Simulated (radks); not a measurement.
Os I, 76 electrons, occupied as [Xe] 4f14 5d6 6s2 (the NIST ground configuration). Method: Dirac Kohn-Sham, PBE, spin-unpolarised, spherical densities, point nucleus; open shells are shared between the two j in proportion to 2j + 1; computed with a radial shooting solver on a logarithmic mesh with Libxc functionals.

Normalised radial functions P(r) = r R(r) (large component), r in bohr:

```
   r/bohr * 6s1/2 (the largest magnitude, 0.656, reaches the edge; | marks zero)
 0.002251                             | *
 0.002621                             | *
 0.003051                             | *
 0.003552                             | *
 0.004135                             | *
 0.004814                             | *
 0.005604                             | *
 0.006524                             |  *
 0.007595                             |  *
 0.008842                             | *
  0.01029                             | *
  0.01198                             | *
  0.01395                             | *
  0.01624                             |*
  0.01891                             |*
  0.02201                             *
  0.02583                            *|
  0.03007                           * |
  0.03501                          *  |
  0.04075                         *   |
  0.04744                         *   |
  0.05523                         *   |
   0.0643                          *  |
  0.07485                            *|
  0.08714                             |*
   0.1014                             |  *
   0.1181                             |    *
   0.1375                             |     *
   0.1601                             |    *
   0.1863                             |  *
   0.2169                             *
   0.2525                         *   |
   0.2963                      *      |
    0.345                     *       |
   0.4016                       *     |
   0.4676                           * |
   0.5443                             |   *
   0.6337                             |        *
   0.7377                             |           *
   0.8588                             |           *
   0.9998                             |        *
    1.164                             | *
    1.355                       *     |
    1.577              *              |
    1.836        *                    |
    2.138   *                         |
    2.489  *                          |
    2.897   *                         |
      3.4       *                     |
    3.958            *                |
    4.608                *            |
    5.364                     *       |
    6.245                        *    |
     7.27                          *  |
    8.464                            *|
    9.853                            *|
```

6s1/2: eigenvalue -6.154 eV, 5 radial nodes at r = 0.0210, 0.0839, 0.217, 0.496, 1.21 bohr, <r> = 2.98 bohr, 90 % of the charge inside 4.45 bohr.
